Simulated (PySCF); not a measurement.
C₄H₅Br.

```xyz
10

C     -0.3692    -3.6755     0.0000
C      0.3801    -2.5607     0.0000
C     -0.1678    -1.2122     0.0000
C      0.6021    -0.1132     0.0000
Br    -0.0915     1.6447     0.0000
H     -1.4625    -3.6261     0.0000
H      0.0853    -4.6687     0.0000
H      1.4731    -2.6464     0.0000
H     -1.2579    -1.1086     0.0000
H      1.6938    -0.1452     0.0000
```
Charge 0, spin multiplicity 1.

Geometry optimised at B3LYP-D3(BJ)/def2-SVP. The values are those of a single conformer.

All values below come from PBE0/pcSseg-1 (PySCF). Non-relativistic, no solvent.

Question: Give the absolute GIAO shielding of each atom: isotropic value and principal components (ppm). (An estimate is asked for; the answer gives what the named calculation found.)

Answer: 
```tsv
atom	σ(iso)	σ11	σ22	σ33	span
C1	57.9	-49.7	65.2	158.2	207.9
C2	42.3	-71.5	47.9	150.4	221.9
C3	36.9	-69.7	52.8	127.7	197.3
C4	49.0	-42.1	65.3	123.8	165.8
Br5	2071.9	1558.0	1849.5	2808.2	1250.2
H6	25.8	22.8	24.9	29.6	6.9
H7	25.8	23.5	24.9	29.0	5.4
H8	24.9	22.6	23.5	28.6	6.0
H9	24.6	20.8	22.3	30.6	9.8
H10	25.0	20.3	24.6	30.0	9.7
```
